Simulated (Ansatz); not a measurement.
Species: CH₂FNOSi, charge 0, singlet. CH2FNOSi (SMILES N(=C=O)[SiH2]F).
B3LYP-D3(BJ)/def2-TZVP minimum from Ansatz (an electronic-structure program):
```xyz
7

Si    -1.2007     0.3590    -0.1760
F     -1.5779    -0.0175     1.3297
N      0.4469     0.0397    -0.4329
C      1.5956    -0.2859    -0.3760
O      2.7194    -0.5926    -0.3474
H     -1.4456     1.7960    -0.3644
H     -2.0007    -0.4867    -1.0735
```
Charge 0, spin multiplicity 1.

Atomisation energy term by term, kcal/mol (programs: Ansatz). UHF or UKS for unpaired electrons; spin-orbit terms are left out. Correlated methods leave the cores frozen. Rows without X2C or -DK are non-relativistic. CBS(X,Y): correlation extrapolated as X^-3, Hartree-Fock from the larger set. A bracket is a step between two methods taken in the basis named. '+ core + X2C': CCSD(T) terms for core correlation (cc-pwCVTZ, 1s frozen past Ne) and scalar relativity (cc-pVTZ-DK). Where a partner has so few electrons that a lower coupled-cluster level is exact, that level stands in.

| term | basis | kcal/mol |
|---|---|---|
| Hartree-Fock | cc-pV(Q+d)Z | 500.65 |
| CCSD correlation | CBS(cc-pV(T+d)Z,cc-pV(Q+d)Z) | 207.91 |
| (T) | CBS(cc-pV(T+d)Z,cc-pV(Q+d)Z) | 18.28 |
| CCSDT(Q) - CCSD(T) | cc-pV(D+d)Z | 1.09 |
| core correlation | cc-pwCVTZ | 2.07 |
| scalar relativity | X2C, cc-pVTZ-DK | -1.58 |
| sum: De |  | 728.4 |
